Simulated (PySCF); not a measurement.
Ir⁶⁴⁺ (iridium, charge +64): UHF calculation

Configuration: [Ne] 3s2 3p1, 2P determinant. Computed with PySCF 2.14 in an even-tempered Gaussian basis (17 s from 18 bohr⁻², ratio 2.5; 12 p from 23 bohr⁻², ratio 2.5; 4 d from 89 bohr⁻², ratio 2.7; 4 f from 130 bohr⁻², ratio 2.7), with the spin-free X2C one-electron Hamiltonian (Gaussian nucleus).

```json
{
  "Total energy": "-12914.845743 hartree",
  "One-electron energy": "-13847.8883 hartree",
  "Hartree (Coulomb) energy": "1095.6771 hartree",
  "Exchange energy": "-162.6345 hartree",
  "⟨S²⟩": "0.7503",
  "⟨L²⟩": "2.001",
  "Sum of ⟨r⟩": "1.085 bohr",
  "Sum of ⟨r²⟩": "0.1481 bohr²",
  "Traceless quadrupole moment −½Σ⟨3z² − r²⟩ along its main axis": "-0.0138 e·bohr²"
}
```

```tsv
shell	electrons	mean orbital energy (hartree)	spread (hartree)	rms radius, mean of both spins (bohr)
1s α	1	-3014.56905	0	0.0197
1s β	1	-3014.25791	0	0.0197
2s α	1	-688.79899	0	0.0783
2s β	1	-688.60827	0	0.0783
2p α	3	-626.17796	0.37264	0.0713
2p β	3	-625.80741	0.43522	0.0713
3s α	1	-279.53732	0	0.187
3s β	1	-278.42950	0	0.187
3p α	1	-261.64598	0	0.185
```

Spin-orbit coupling, absent here, splits the open shell strongly.

Densities and radii are taken from the X2C orbitals without a picture-change correction, which distorts them close to the nucleus.

Spin-orbit constants ζ (cm⁻¹) from the X2C one-electron operator on these orbitals: bare nucleus, nucleus screened by l(l+1)(2l+1)/3 electrons, and screened by the Breit-Pauli mean field of the electrons.

| shell | bare | screened nucleus | mean field |
| --- | --- | --- | --- |
| 2p | 8410000 | 8192000 | 8124000 |
| 3p | 2248000 | 2189000 | 2174000 |

To first order the Landé constant is A = 2174000 cm⁻¹, so the lowest level has J = 1/2 and lies 270 eV below the centre of the term. First order in ζ underestimates the shift of the j = l − 1/2 level at high Z.
